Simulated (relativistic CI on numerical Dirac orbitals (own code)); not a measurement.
Spin-allowed bands of a d2 ion in an octahedral site, by hand

Problem. Take Δ = 10300 cm⁻¹ and B = 620 cm⁻¹ for a d2 ion in an octahedral site. Calculate the three spin-allowed bands.

Working.
1. The terms of highest spin are 3F (energy 0) and 3P (15B = 9300 cm⁻¹). Here the F term splits into A2 at +1.2Δ = 12360, T2 at +0.2Δ = 2060 and T1 at −0.6Δ = -6180 cm⁻¹.
2. The two T1 states mix through the element 0.4Δ: H = [[-6180, 4120], [4120, 9300]], with roots ½(H₁₁ + H₂₂) ∓ ½√[(H₂₂ − H₁₁)² + 4H₁₂²] = ½(3120) ∓ ½(17536) = -7208 and 10328 cm⁻¹.
3. The ground term is 3T1 at -7208 cm⁻¹.
4. Bands: 3T2 9268 cm⁻¹ (1079 nm), 3T1(P) 17536 cm⁻¹ (570 nm), 3A2 19568 cm⁻¹ (511 nm).

Check. Exact diagonalisation of the whole d2 shell with these parameters gives 3T2 9268, 3T1 17536, 3A2 19568 cm⁻¹. The match is exact, since without spin-orbit coupling no other term has this spin. The ratio of the second band to the first, 1.892, depends on Δ/B = 16.6 alone, which is how a Tanabe-Sugano diagram is read.
